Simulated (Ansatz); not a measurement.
Ansatz results at the PBE0-D4/def2-TZVP geometry: LUMO energy (B3LYP/def2-TZVPP) 0.38 eV; size of the dipole moment (B3LYP/def2-TZVPP) 0.00 D; size of the dipole moment (ωB97M-V/def2-TZVPP) 0.00 D.

**Question.** Which molecule gave them?
A. `[GeH2]`
B. `O=C=O`
C. `B1OBOBO1`
D. `O=S(=O)(O)O`

**Answer.** B. The others give `O=S(=O)(O)O`: -0.31, 3.22, 3.25; `[GeH2]`: -3.30, 0.29, 0.23; `B1OBOBO1`: -0.84, 0.00, 0.00.

B3LYP here is the variant with VWN-RPA as its local correlation; programs differ in this.
